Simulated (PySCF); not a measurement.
Geometry (Å), atoms numbered from 1 in this order:
```xyz
18

C    -2.2894    0.0147    0.3573
C    -1.5367   -0.9020   -0.6007
O    -1.0846   -0.2602   -1.7899
C    -0.1334    0.7270   -1.6349
O     1.1257    0.2047   -1.2132
C     1.4926    0.3824    0.0667
C     2.8283   -0.2573    0.3285
O     0.8474    0.9943    0.8748
H    -1.6097    0.6998    0.8586
H    -3.0416    0.5836   -0.1840
H    -2.7820   -0.5896    1.1140
H    -0.6898   -1.3722   -0.0832
H    -2.1964   -1.6886   -0.9741
H     0.0278    1.1487   -2.6309
H    -0.4399    1.5092   -0.9251
H     2.9264   -0.4791    1.3871
H     2.9383   -1.1555   -0.2710
H     3.6082    0.4466    0.0435
```

Geometry: GFN2-xTB; GIAO shifts from PySCF 2.14.0 with density-fitted response routines, gas phase, non-relativistic, averaged over equivalent atoms.

At PBE0/pcSseg-1 (186 basis functions, 31 s wall time on 1 thread of an Arm Neoverse V1, shared host):
```json
{"atoms": "C6", "δ (ppm)": "177.8"}
{"atoms": "C4", "δ (ppm)": "84.9"}
{"atoms": "C2", "δ (ppm)": "63.8"}
{"atoms": "C7", "δ (ppm)": "23.1"}
{"atoms": "C1", "δ (ppm)": "13.9"}
{"atoms": "O8", "δ (ppm)": "427.7"}
{"atoms": "O5", "δ (ppm)": "237.3"}
{"atoms": "O3", "δ (ppm)": "83.6"}
{"atoms": "H14/H15", "δ (ppm)": "5.64"}
{"atoms": "H12/H13", "δ (ppm)": "3.74"}
{"atoms": "H16/H17/H18", "δ (ppm)": "2.19"}
{"atoms": "H9/H10/H11", "δ (ppm)": "1.39"}
```

Shifts are taken against calculated references (same method and geometry level): ¹³C (σ = 186.93 ppm) and ¹H (σ = 31.72 ppm) against TMS; ¹⁷O (σ = 336.08 ppm) against H2O.

Predict the values at HSE06/pcSseg-1 on the same geometry.

## Answers


```csv
atoms,δ at HSE06/pcSseg-1,change
C6,178.2,+0.4
C4,85.0,+0.1
C2,64.0,+0.2
C7,23.1,+0.0
C1,13.9,+0.0
O8,428.3,+0.6
O5,238.5,+1.2
O3,84.6,+1.0
H14/H15,5.64,+0.00
H12/H13,3.74,+0.00
H16/H17/H18,2.19,+0.00
H9/H10/H11,1.39,+0.00
```

References, each an isolated molecule treated in the same way: ¹³C (186.23 ppm), ¹H (31.72 ppm) against TMS; ¹⁷O (335.74 ppm) against H2O.

The largest change is at O5 (ester alkoxy oxygen). Cost: 186 basis functions, 53 s wall time on 1 thread of an Arm Neoverse V1, shared host. The order of the carbon signals is the same at both levels.

Unscaled 17O shifts of doubly bonded oxygen tend to come out too high, by tens of ppm or more. Experimental scales use liquid or dissolved standards, which lie at an offset from isolated H2O (liquid H2O: subtract about 36 ppm).
